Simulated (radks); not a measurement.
The numbers below are computed, except where a source is named.
Problem. Code: a radial shooting solver on a logarithmic mesh with Libxc functionals. Model: scalar-relativistic Kohn-Sham, LDA (Slater exchange, Perdew-Wang correlation), spin-polarised, spherical densities, finite nucleus; open shells are filled with parallel spins first (spin-orbit coupling, left out, can overturn this in heavy ions); Fermi nuclear charge, rms radius of each element as measured or else 0.836 A^(1/3) + 0.57 fm. Response by self-consistent Sternheimer equations with the Hartree and adiabatic LDA kernel, the relativistic mass of each level held fixed and spin-orbit coupling left out. For heavy and open-shell atoms this level of theory can miss by tens of per cent. Rank Cd+, Nd+, Cr+, Co+, Sr2+, Ge, Sn (NIST ground configurations) by static dipole polarisability, largest first.

Solution. Nd+ 83.98, Sn 59.42, Ge 44.39, Cd+ 21.06, Cr+ 14.59, Co+ 10.58, Sr2+ 5.933 bohr^3.
